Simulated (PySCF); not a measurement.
## Identify the compound

The spectra below were simulated for a compound C3H6O3Si.

1H NMR (500 MHz, computed): δ 12.39 (t, 1H), 4.66 (d, 2H), 2.34 (s, 3H).

13C{1H} NMR (computed): δ 247.9 (CH), 177.2 (C), 23.6 (CH3).

PySCF calculation with NMR shieldings at PBE0/pcSseg-1/GIAO and geometry from GFN2-xTB; no solvent, rapidly exchanging positions averaged, one conformer, relativity neglected.

Chemical shifts δ = σref − σ; TMS for 1H (σ = 31.72 ppm) and 13C (σ = 186.93 ppm), all at this level.

Problem. Propose a structure and justify it.

Solution. 
- Rings plus π bonds: 2 (no ring in the answer).
- 3 carbon signals for 3 carbons: no two carbons are equivalent.
- Carbon types of the structure: 1 × C, 1 × CH, 1 × CH3, leaving 2 H on heteroatoms.
- δC 247.9, 177.2: carbonyl carbon.
- δC 23.6: methyl carbon α to a carbonyl; α to the electron-withdrawing carbonyl group.
- δH 12.39: hydrogen on a carbonyl carbon.
- δH 4.66: hydrogen on a silicon bonded to C, O.
- δH 2.34: hydrogen on a methyl carbon α to a carbonyl; α to C=O.

These data were computed for `CC(=O)O[SiH2]C=O`.

The data come from this structure; uniqueness wasn't tested.

Shifts are as computed. Against solution values, carbons near 30 ppm lie about +3 ppm off and those near 130 ppm about +5 ppm. Of 1211 compounds with measured shifts, 218 miss one by over three times the rms of a fit or turn the order of signals round; such compounds aren't used in these exercises. Multiplicities follow the n + 1 count of equivalent neighbours, as no J values were calculated; m marks all less simple cases, F and P coupling included.
